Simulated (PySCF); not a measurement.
C5H9BOSi, SMILES C([SiH2]c1ccco1)B, GFN2-xTB optimised geometry.

```
17

B     -2.87    -0.32    -2.15
C     -2.35    -1.72    -1.77
Si    -1.54    -1.61    -0.03
C     -0.24    -0.26     0.00
C      1.13    -0.26     0.00
C      1.54     1.09     0.00
C      0.39     1.82     0.00
O     -0.68     1.02     0.00
H     -3.94     0.03    -1.82
H     -2.20     0.42    -2.76
H     -3.13    -2.47    -1.68
H     -1.59    -2.11    -2.44
H     -0.87    -2.88     0.26
H     -2.54    -1.32     1.00
H      1.76    -1.13     0.00
H      2.54     1.47     0.00
H      0.22     2.88     0.00
```

Density from CAM-B3LYP/def2-SVP run with PySCF 2.14.0 at that geometry.

Minimum of the electron density along straight lines between bonded atoms, close to the bond critical point (lines longer than 1.1 times the sum of covalent radii, or with two minima, are not listed):

```json
[
 {"bond": "B1–C2", "length / Å": "1.548", "ρ at the minimum / e bohr⁻³": "0.185", "∇²ρ there / e bohr⁻⁵": "-0.09", "position (fraction from the first atom)": "0.33"},
 {"bond": "C2–Si3", "length / Å": "1.921", "ρ at the minimum / e bohr⁻³": "0.105", "∇²ρ there / e bohr⁻⁵": "0.27", "position (fraction from the first atom)": "0.62"},
 {"bond": "Si3–C4", "length / Å": "1.873", "ρ at the minimum / e bohr⁻³": "0.114", "∇²ρ there / e bohr⁻⁵": "0.37", "position (fraction from the first atom)": "0.38"},
 {"bond": "C4–C5", "length / Å": "1.370", "ρ at the minimum / e bohr⁻³": "0.324", "∇²ρ there / e bohr⁻⁵": "-0.82", "position (fraction from the first atom)": "0.51"},
 {"bond": "C5–C6", "length / Å": "1.412", "ρ at the minimum / e bohr⁻³": "0.295", "∇²ρ there / e bohr⁻⁵": "-0.72", "position (fraction from the first atom)": "0.50"},
 {"bond": "C6–C7", "length / Å": "1.362", "ρ at the minimum / e bohr⁻³": "0.328", "∇²ρ there / e bohr⁻⁵": "-0.85", "position (fraction from the first atom)": "0.48"},
 {"bond": "C4–O8", "length / Å": "1.356", "ρ at the minimum / e bohr⁻³": "0.278", "∇²ρ there / e bohr⁻⁵": "0.09", "position (fraction from the first atom)": "0.33"},
 {"bond": "C7–O8", "length / Å": "1.339", "ρ at the minimum / e bohr⁻³": "0.294", "∇²ρ there / e bohr⁻⁵": "0.06", "position (fraction from the first atom)": "0.33"},
 {"bond": "B1–H9", "length / Å": "1.171", "ρ at the minimum / e bohr⁻³": "0.181", "∇²ρ there / e bohr⁻⁵": "-0.14", "position (fraction from the first atom)": "0.43"},
 {"bond": "B1–H10", "length / Å": "1.171", "ρ at the minimum / e bohr⁻³": "0.182", "∇²ρ there / e bohr⁻⁵": "-0.14", "position (fraction from the first atom)": "0.43"},
 {"bond": "C2–H11", "length / Å": "1.089", "ρ at the minimum / e bohr⁻³": "0.268", "∇²ρ there / e bohr⁻⁵": "-0.94", "position (fraction from the first atom)": "0.62"},
 {"bond": "C2–H12", "length / Å": "1.090", "ρ at the minimum / e bohr⁻³": "0.269", "∇²ρ there / e bohr⁻⁵": "-0.95", "position (fraction from the first atom)": "0.62"},
 {"bond": "Si3–H13", "length / Å": "1.470", "ρ at the minimum / e bohr⁻³": "0.117", "∇²ρ there / e bohr⁻⁵": "0.32", "position (fraction from the first atom)": "0.49"},
 {"bond": "Si3–H14", "length / Å": "1.468", "ρ at the minimum / e bohr⁻³": "0.118", "∇²ρ there / e bohr⁻⁵": "0.32", "position (fraction from the first atom)": "0.49"},
 {"bond": "C5–H15", "length / Å": "1.071", "ρ at the minimum / e bohr⁻³": "0.286", "∇²ρ there / e bohr⁻⁵": "-1.12", "position (fraction from the first atom)": "0.64"},
 {"bond": "C6–H16", "length / Å": "1.071", "ρ at the minimum / e bohr⁻³": "0.285", "∇²ρ there / e bohr⁻⁵": "-1.12", "position (fraction from the first atom)": "0.64"},
 {"bond": "C7–H17", "length / Å": "1.073", "ρ at the minimum / e bohr⁻³": "0.291", "∇²ρ there / e bohr⁻⁵": "-1.19", "position (fraction from the first atom)": "0.65"}
]
```
